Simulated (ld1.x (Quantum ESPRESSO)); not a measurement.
**What the settings do to the ultrasoft potential of Sb (Z = 51)**

Base potential:

ld1.x (Quantum ESPRESSO) 7.5 input, shortened:

```
&input
   title='Sb', zed=51., rel=2, dft='PZ', iswitch=3,
   config='[Kr] 4d10 5s2 5p3', rel_dist='average'
 /
 &inputp
   pseudotype=3, tm=.true., lloc=-1, rcloc=1.20,
   nlcc=.false.
 /
6
4S  1  0   2.00   0.00  1.05  1.15  0.0
5S  2  0   2.00   0.00  1.05  1.15  0.0
4P  2  1   6.00   0.00  1.10  1.25  0.0
5P  3  1   3.00   0.00  1.10  1.25  0.0
4D  3  2  10.00   0.00  0.70  0.95  0.0
4D  3  2   0.00  -2.15  0.70  0.95  0.0
 &test
   configts(1)='4s2 4p6 4d10 5s2 5p3'
 /
```

Open shells are filled in proportion to 2j + 1 (rel_dist='average').

Cutoffs, loose and tight: the cutoffs (Ry, on a coarse ladder) from which the occupation-weighted sum of valence levels, in a spherical-Bessel basis at the reference potential, stays within 10 and 1 mRy of its value at 400 Ry. They do not see the model core or the augmentation charge, which bear on the density cutoff. Test errors are all-electron minus pseudo excitation energies from the reference, over the configurations 4s2 4p6 4d10 5s2 5p2; 4s2 4p6 4d10 5s2 5p1; 4s2 4p6 4d10 5s2 5p0; 4s2 4p6 4d10 5s1 5p3; 4s2 4p6 4d9 5s2 5p3; 4s2 4p6 4d10 5s1 5p0; 4s2 4p6 4d9 5s2 5p4. A dash means not determined; rows that change the core or the reference have their own tests.

Cutoffs are not given where the Bessel-basis levels miss the radial ones by over 6 mRy, ghosts where they miss by over 20 mRy; a channel whose overlap is not positive is not tested.

A file whose overlap is not positive is unfit for use, and its test errors describe a broken file.

| change | outcome | bound ghosts | largest test error (meV) |
| --- | --- | --- | --- |
| base | generated, misses its reference levels by 2.18 eV | not determined | +7570 |
| type TM; waves now 4s (bound): rc 1.15 bohr; 4p (bound): rc 1.25 bohr; 4d (bound): rc 0.95 bohr; local potential all-electron potential smoothed inside 0.85 bohr (lloc = -1) | failed: run_pseudo: Errors in PS-KS equation | – | – |
| wave 4d channel at -2.15 Ry: rcut 0.70, rcutus 0.95 bohr becomes 4d channel at 3.1 Ry: rcut 0.70, rcutus 0.95 bohr | generated, misses its reference levels by 2.18 eV | not determined | +7570 |
| augmentation PSQ, inside the norm-conserving radii | generated, overlap not positive | not determined (overlap not positive) | -16 |
| functional PBEsol | generated, misses its reference levels by 2.97 eV | not determined | +7308 |
| waves 4p (bound): rcut 1.10, rcutus 1.60 bohr; 5p (bound): rcut 1.10, rcutus 1.60 bohr | failed: run_pseudo: Errors in PS-KS equation | – | – |
| scalar-relativistic | generated, misses its reference levels by 1.97 eV | not determined | +7543 |
| waves 4d (bound): rcut 0.70, rcutus 0.92 bohr; 4d channel at -2.15 Ry: rcut 0.70, rcutus 0.92 bohr | generated, misses its reference levels by 2.18 eV | not determined | +7570 |
| local potential all-electron potential smoothed inside 0.80 bohr (lloc = -1) | failed: the pseudo-atom did not reach self-consistency | – | – |

Question: What comes out with this change to the base: waves 4s (bound): rcut 1.05, rcutus 1.28 bohr; 5s (bound): rcut 1.05, rcutus 1.28 bohr?

Answer: outcome: generated, misses its reference levels by 4.87 eV; bound ghosts: not determined; largest test error (meV): +7742.

Question: What comes out with this change to the base: core [Kr] 4d10, valence charge 5; reference 5s2 5p2.75; waves now 5s (bound): rcut 1.25, rcutus 1.70 bohr; 5s channel at 3.45 Ry: rcut 1.25, rcutus 1.70 bohr; 5p (bound): rcut 1.85, rcutus 2.05 bohr; 5p channel at 0.55 Ry: rcut 1.85, rcutus 2.05 bohr; local potential all-electron potential smoothed inside 1.45 bohr (lloc = -1); core correction a·sin(br)/r model core, default radius (core density twice the valence density)?

Answer: outcome: failed: chargeps: negative rho. Cause: the pseudo-density turned negative during the self-consistent test, most likely because a state had been found with a wrong node count and its wave set to zero before.

Question: What comes out with this change to the base: core correction a·sin(br)/r model core inside 0.86 bohr?

Answer: outcome: generated, misses its reference levels by 2.19 eV; bound ghosts: not determined; largest test error (meV): +7569.
